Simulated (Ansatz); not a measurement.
Members of the series X–O+ and X–S+; each row names its spin state. All species are isolated molecules in the gas phase. Strings in code marks are SMILES.

Quantity: adiabatic spin-state energy, in kcal/mol. The DFT solution of `[S+]S`, `O[S+]` and `N[S+]` is unstable or spin-contaminated; the geometry comes from it. HF references are unrestricted for open shells and restricted for singlets. The restricted reference of `O[S+]`, `N[S+]` and `[S+]S` is unstable towards unrestricted orbitals.

Level 1: composite: frozen-core CCSD(T) with HF/cc-pVQZ and the correlation energy extrapolated as X^-3 from cc-pVTZ and cc-pVQZ, plus CCSDT(Q) minus CCSD(T) in cc-pVDZ // B3LYP-D3(BJ)/def2-TZVP (Ansatz, an electronic-structure program)
Level 2: CAM-B3LYP/cc-pVTZ // B3LYP-D3(BJ)/def2-TZVP (Ansatz)
Level 3: LC-ωPBE/cc-pVTZ // B3LYP-D3(BJ)/def2-TZVP (Ansatz)
Level 4: r2SCAN0/cc-pVTZ // B3LYP-D3(BJ)/def2-TZVP (Ansatz)

| species | level 1 | level 2 | level 3 | level 4 |
|---|---|---|---|---|
| `[S+]S`: multiplicity 3 minus multiplicity 1 | 8.52 | 1.30 | -0.98 | -3.15 |
| `O[S+]`: multiplicity 3 minus multiplicity 1 | -12.3 | -19.2 | -21.4 | -26.4 |
| `N[S+]`: multiplicity 3 minus multiplicity 1 | 14.7 | 7.81 | 5.48 | 1.74 |
